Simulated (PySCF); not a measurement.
PySCF input for Cl2GeH4Si, SMILES Cl[SiH](Cl)[GeH3], ωB97X-D3(BJ)/def2-SVP. 

```python
import numpy as np
from pyscf import gto, scf, dft
import os
os.environ['JAX_PLATFORMS'] = 'cpu'
from ase import Atoms, units
from ase.calculators.calculator import Calculator, all_changes
from sella import Sella

mol = gto.M(
    atom='''
    Si    0.69387703   -0.06177646    0.41879832
    Cl    1.29428057    1.80727331   -0.03112250
    Cl    1.52240648   -1.36088708   -0.87803713
    Ge   -1.62848952   -0.17842000    0.22766062
    H     1.20479861   -0.38040115    1.74763919
    H    -2.19070761   -1.50192643    0.63754326
    H    -2.34612048    0.82186372    1.07599069
    H    -2.15426390    0.04620802   -1.15377538
    ''',
    basis='def2-SVP',
    charge=0,
    spin=0,
    max_memory=1600,
    verbose=3,
)
mf = dft.RKS(mol, xc='wb97x-d3bj').density_fit(auxbasis='def2-universal-jkfit')
mf.grids.level = 3
mf.conv_tol = 1e-9
mf.max_cycle = 100
mf.kernel()
grad = mf.nuc_grad_method()
grad.grid_response = mol.nao <= 150
scan = grad.as_scanner()
scan.verbose = scan.base.verbose = 0
class SCF(Calculator):
    implemented_properties = ['energy', 'forces']
    def calculate(self, atoms=None, properties=None, system_changes=all_changes):
        super().calculate(atoms, properties, system_changes)
        e, g = scan(mol.set_geom_(self.atoms.positions, unit='Angstrom', inplace=False))
        assert scan.converged
        self.results = {'energy': float(e) * units.Hartree, 'forces': -np.asarray(g) * units.Hartree / units.Bohr}
atoms = Atoms(mol.elements, mol.atom_coords(unit='Angstrom'), calculator=SCF())
conv = Sella(atoms, order=0, internal=True, allow_fragments=True).run(fmax=0.002, steps=150)
mol_eq = mol.set_geom_(atoms.positions, unit='Angstrom', inplace=False)
print(mol_eq.tostring(format='xyz'))
mf.reset(mol_eq)
mf.verbose = 3
mf.kernel()
```

Program output:

```
converged SCF energy = -3288.75202450308
     Step          Energy         fmax         cmax       rtrust          rho
Sella   0   -89491.500877       1.0771       0.0000       0.1000       1.0000
Sella   1   -89491.604727       1.0771       0.0000       0.1000       1.5171
Sella   2   -89491.654584       0.5859       0.0000       0.1000       1.1251
Sella   3   -89491.658931       0.3773       0.0000       0.1000       1.4742
Sella   4   -89491.661926       0.2599       0.0000       0.1000       1.2026
Sella   5   -89491.662375       0.0550       0.0000       0.1000       1.2689
Sella   6   -89491.662503       0.0320       0.0000       0.1000       1.3988
Sella   7   -89491.662598       0.0226       0.0000       0.1000       1.4299
Sella   8   -89491.662663       0.0196       0.0000       0.1000       1.3003
Sella   9   -89491.662681       0.0202       0.0000       0.1000       1.2594
Sella  10   -89491.662685       0.0115       0.0000       0.1000       1.2401
Sella  11   -89491.662686       0.0030       0.0000       0.1000       1.2316
8
XYZ from PySCF
Si          0.66492508       -0.06489358        0.43781852
Cl          1.25618960        1.83588849       -0.10459715
Cl          1.48777419       -1.42657824       -0.87578614
Ge         -1.67821870       -0.18457395        0.24045486
H           1.21481134       -0.34449335        1.78586942
H          -2.16516653       -1.59522710        0.60051217
H          -2.33788774        0.83979994        1.17436414
H          -2.04664605        0.13201172       -1.21393876
converged SCF energy = -3288.75797086442
```

The calculation finished and met its thresholds.
